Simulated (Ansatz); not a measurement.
Task: Name a neutral molecule of F, N, Nb and H with HOMO energy (PBE/def2-TZVPP) between -7.65 and -7.35 eV and size of the dipole moment (PBE/def2-TZVPP) between 0.90 and 1.20 D (Ansatz, PBE0-D4/def2-TZVP geometry).

Result: `[NH]=[Nb]([F])([F])[F]` (-7.40 eV, 1.01 D). Other molecules can fit too; these were computed, each in one conformer that needn't be the lowest.
